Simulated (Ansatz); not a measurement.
`CC(C)(C)[CH2][In]([Cl])[Cl]` and `C=C(C)CC(C)(C)C` differ in one atom or group.

Ansatz, PBE0-D4/def2-TZVP geometries, multiplicity 1. Each molecule was computed in one conformer, which needn't be the lowest.

Elements past krypton have def2 core potentials.

```tsv
property	`CC(C)(C)[CH2][In]([Cl])[Cl]`
HOMO–LUMO gap (PBE/def2-TZVPP) / eV	4.54
LUMO energy (PBE/def2-TZVPP) / eV	-2.36
LUMO energy (PBE0/def2-TZVPP) / eV	-1.49
HOMO–LUMO gap (PBE0/def2-TZVPP) / eV	6.60
LUMO energy (ωB97M-V/def2-TZVPP) / eV	0.16
HOMO–LUMO gap (ωB97M-V/def2-TZVPP) / eV	10.35
```

(1) What does the change do to each property? (Estimate.)

## Answers

(1) Computed: 
```
                               property  `C=C(C)CC(C)(C)C`  shift
    HOMO–LUMO gap (PBE/def2-TZVPP) / eV               5.24   0.70
      LUMO energy (PBE/def2-TZVPP) / eV              -0.63   1.73
     LUMO energy (PBE0/def2-TZVPP) / eV               0.38   1.87
   HOMO–LUMO gap (PBE0/def2-TZVPP) / eV               7.34   0.74
  LUMO energy (ωB97M-V/def2-TZVPP) / eV               2.28   2.12
HOMO–LUMO gap (ωB97M-V/def2-TZVPP) / eV              11.48   1.13
```

With PBE0 the HOMO rises by 1.12 eV and the LUMO rises by 1.87 eV, so the gap widens by about 0.75 eV. PBE moves the HOMO by 1.03 eV and ωB97M-V by 0.99 eV.

Positive LUMOs are unbound, so they and the gaps depend on the basis.
